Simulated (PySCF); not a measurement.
A GIAO shielding run with PySCF 2.14 (density fitting, non-relativistic, gas phase) on `InChI=1S/C6H10O2SSi/c1-7-5-3-4-6(9-5)10-8-2/h3-4H,10H2,1-2H3`:

```
$ OMP_NUM_THREADS=1 python probes_run.py task.json out

{"job": {"kind": "nmr", "xc": "PBE0", "basis": "pcSseg-1"}, "charge": 0, "multiplicity": 1}
C     -3.828067    -0.314880    -0.697296
O     -3.180618     0.811863    -0.190968
Si    -1.915143     0.934059     0.813127
C     -0.325099     0.329923     0.022018
C     -0.077162    -0.076959    -1.255472
C      1.265003    -0.412764    -1.522626
C      2.062262    -0.252025    -0.427623
O      3.384906    -0.492222    -0.388499
C      4.044514    -0.217129     0.824086
S      1.154859     0.310365     0.945636
H     -3.128647    -0.984107    -1.203524
H     -4.581404     0.023820    -1.410199
H     -4.319390    -0.868470     0.106789
H     -2.107027     0.168791     2.051847
H     -1.920420     2.378338     0.999455
H     -0.850445    -0.126338    -2.002432
H      1.635860    -0.752513    -2.471470
H      3.649361    -0.835373     1.636812
H      3.937566     0.837068     1.100220
H      5.093943    -0.450768     0.657388
```

Hardware: 1 thread of an Arm Neoverse V1, shared host. The job also computes population analyses, field gradients, ring-centre shieldings.

(1) How large is the calculation?

(2) How long does it take, and how much memory does it need?

Results:

(1) 92 electrons, 234 basis functions and 1258 auxiliary functions.

(2) 61 s of wall time, with 14 SCF cycles and 5 response iterations; peak memory 0.99 GiB. Times on a shared host scatter by some tens of per cent.
